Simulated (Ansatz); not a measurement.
Cartesian coordinates in Å:
```
C -0.019 2.160 2.527
C -0.107 1.714 1.283
C 0.669 0.551 0.747
N -0.189 -0.486 0.190
Si -0.859 -1.680 1.227
C -0.176 -0.680 -1.256
C 1.162 -1.200 -1.772
C -0.611 0.574 -2.004
H -0.603 3.004 2.874
H 0.645 1.691 3.247
H -0.793 2.186 0.583
H 1.355 0.902 -0.032
H 1.311 0.153 1.542
H -1.208 -1.050 2.526
H -2.067 -2.245 0.568
H 0.062 -2.822 1.525
H -0.928 -1.453 -1.459
H 1.110 -1.406 -2.844
H 1.961 -0.470 -1.617
H 1.443 -2.122 -1.258
H -1.594 0.903 -1.665
H -0.660 0.381 -3.078
H 0.097 1.394 -1.852
```

Total charge 0; spin multiplicity 1.

Problem. List the PBE/def2-TZVPP orbital energies in eV (Ansatz 0.2.0). (Best estimate.)

Solution. Computed: Occupied: -1779.39, -380.18, -269.95, -269.79, -268.93, -268.68, -268.66, -268.64, -137.12, -93.86, -93.85, -93.83, -22.65, -19.67, -18.63, -17.02, -16.60, -14.28, -13.72, -13.23, -11.72, -11.36, -11.00, -10.86, -10.12, -9.88, -9.41, -9.36, -8.70, -8.43, -8.29, -8.14, -8.04, -7.81, -6.43, -5.07. Lowest empty: -0.81, -0.12, 0.50, 0.65, 0.86, 1.18, 1.38, 1.39.
